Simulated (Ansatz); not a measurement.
# Energy profile

The step: CH₅N ([CH3][NH2]) + H → CH₄N ([CH2][NH2]) + H₂; bonds formed: H1–H4; bonds broken: H1–C2 (atoms numbered as in the saddle structure below).

H1  (-0.726, -0.852, -0.142)
C2  (-0.170, 0.217, -0.450)
N3  (0.814, 0.643, 0.473)
H4  (-1.201, -1.777, 0.133)
H5  (0.253, 0.013, -1.435)
H6  (-0.996, 0.925, -0.526)
H7  (1.586, -0.003, 0.557)
H8  (0.439, 0.836, 1.391)
(Å)

Electronic energies by CCSD(T) at an estimated basis limit (MP2 extrapolated from triple and quadruple zeta, plus CCSD(T) − MP2 in triple zeta), on PBE0-D4/def2-TZVP structures; CH6N, doublet; no counterpoise correction; spin–orbit coupling, which lowers free halogen atoms and radicals such as OH and SH, is left out. Ansatz 0.2.0; basis: def2-TZVPP and def2-QZVPP; cores frozen in the correlated methods; orbitals are unrestricted. Extrapolation: Hartree–Fock as exp(−7.88 √X), correlation as X^−2.97.

**Question.** Give the profile in kcal/mol, counted from the separated reactants. (Judge from chemistry; the value comes from the calculation.)

**Answer.** The calculation gives:
```tsv
point	kcal/mol
separated: CH5N (linked as [CH3][NH2]; H1, C2, N3, H5, H6, H7, H8; singlet) + H (H4; doublet)	0.00
start structure	-0.22
saddle	6.85
end structure	-9.91
separated: H2 (H1, H4; singlet) + CH4N (linked as [CH2][NH2]; C2, N3, H5, H6, H7, H8; doublet)	-9.33
```

The T1 diagnostic stays at or below 0.017. ⟨S²⟩ of the unrestricted Hartree–Fock references: 0.75 to 0.78 (a pure state has 0.75).

For scale, one of the runs: CCSD(T)/def2-TZVPP, 146 basis functions, launched by `ansatz run in.yaml --threads 2 --pin off --events-out ev --progress --plain --max-ram 4352MiB`. Time: 28 s of wall clock on 2 CPU threads of an Arm Neoverse V2; the host was shared. Peak host memory: 2.1 GiB.
